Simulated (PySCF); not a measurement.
Calculation: B3LYP-D3(BJ)/def2-TZVP // r2SCAN-D4/def2-SVP in PySCF 2.14.0. Gas-phase values, no solvent. One relaxed conformer stands for a flexible species; it need not be the lowest. B3LYP has the VWN-RPA correlation part, as in Gaussian. 

Reference species: [Nb(Cl)3(NH2)2] (neutral, multiplicity 1).

```
Property                                                        Result
------------------------------------------------------------  --------
LUMO                                                          -3.61 eV
HOMO                                                          -8.09 eV
mean distance from the central atom to its bonded neighbours   2.192 Å
HOMO–LUMO gap                                                  4.48 eV
```

Changed species: [Nb(Cl)4(NH2)] (1 of 5 Cl replaced by NH2; the reference has 2 of 5 Cl replaced by NH2).

Question: Give the shifts of the LUMO, HOMO, mean distance from the central atom to its bonded neighbours and HOMO–LUMO gap.

Answer: the LUMO decreases by 0.62 eV, to -4.23 eV; the HOMO decreases by 0.41 eV, to -8.50 eV; the mean distance from the central atom to its bonded neighbours goes up by 0.052 Å, to 2.244 Å; the HOMO–LUMO gap falls by 0.21 eV, to 4.27 eV.
